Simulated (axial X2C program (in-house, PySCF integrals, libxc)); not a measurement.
**Nuclear properties of InF⁻**

Calculated with an in-house all-electron X2C program for linear molecules (integrals from PySCF): two-component X2C with atomic mean-field Coulomb and Gaunt terms, Gaussian nuclei, basis In dyall-acv3z, F dyall-av3z with contracted cores.

R = 2.068 Å (near the PBE0 minimum at charge -1 of the determinant lowest at the starting distance; the state shown can have its own minimum elsewhere).

Determinant lowest in the PBE0 search, Ω = 1/2 (⟨Sz⟩ = -0.50, ⟨Lz⟩ = 1.00 at PBE0), spin on the atoms In -0.50, F 0.00:

| level | Eeff magnitude (GV/cm) | Ws magnitude In (kHz) | A∥/gI In (MHz) | qzz In (a.u.) | A∥/gI F (MHz) | qzz F (a.u.) |
| --- | --- | --- | --- | --- | --- | --- |
| PBE0 | 0.202 | 0.288 | 1160 | -1.90 | 45.1 | 0.62 |
| HF | 1.27 | 1.51 | 1320 | -2.21 | 22.9 | 0.58 |
| r2SCAN | 0.72 | 0.889 | 1360 | -1.87 | 42.3 | 0.59 |
| LDA | 0.127 | 0.0856 | 1070 | -1.85 | 56.9 | 0.60 |
| BHandHLYP | 0.0603 | 0.135 | 1030 | -1.83 | 36.9 | 0.59 |

Determinant 0.09 eV from it at PBE0 and this distance, Ω = 3/2 (⟨Sz⟩ = 0.50, ⟨Lz⟩ = 1.00 at PBE0), spin on the atoms In 0.50, F 0.00:

```csv
level,Eeff magnitude (GV/cm),Ws magnitude In (kHz),A∥/gI In (MHz),qzz In (a.u.),A∥/gI F (MHz),qzz F (a.u.)
PBE0,0.597,0.241,-10.5,-2.22,9.94,0.62
HF,2.14,0.835,-146,-2.56,10.1,0.58
r2SCAN,1.05,0.418,-73.7,-2.17,12.1,0.58
LDA,0.248,0.108,41.7,-2.15,11,0.60
BHandHLYP,0.558,0.231,43,-2.17,10.8,0.59
```

Eeff is the effective electric field on the electron electric dipole moment in this Ω state and Ws the scalar–pseudoscalar constant of the nucleus named (defined with the proton number Z and per Ω); A∥ (defined per Ω) follows by multiplying with gI = μI/(I μN); qzz is the electric field gradient, eQq0 = 234.96 MHz × Q/barn × qzz. The operators were transformed with the bare-nucleus X2C matrices; with these basis sets, hyperfine constants and field gradients can be off by tens of per cent, and where levels differ in sign neither size nor sign is settled.

Question: With gI(115In) = 1.2313, Q(115In) = 0.772 barn (g factors from the IAEA table of nuclear moments by Stone; Q from Pyykkö, Mol. Phys. 2018), turn the PBE0 values of the first state into constants in MHz.

Answer: A∥(115In) = 1160 × 1.2313 = 1430 MHz; eQq0(115In) = 234.96 × (0.772) × (-1.90) = -345 MHz.

Each state is one determinant with collinear spin. Unrestricted Hartree–Fock can overshoot spin polarisation at the nuclei. In the state Ω = 1/2 the sign of Eeff differs between levels (LDA against PBE0). For an anion, determinants above electron detachment, or with a positive highest level, are held by the basis set. Where Eeff spreads by more than a factor of two the levels disagree and none is to be relied on. The search compared states at one distance, so a state with another bond length can lie lower. The sign of Ws at In differs between levels in the first state. Further determinants of the search, some of them spin-mixed, are not shown. Where a field gradient or hyperfine factor spreads by more than a factor of two over the levels, a constant derived from it is not to be relied on. PBE0 term energies can be off by some tenths of an eV.
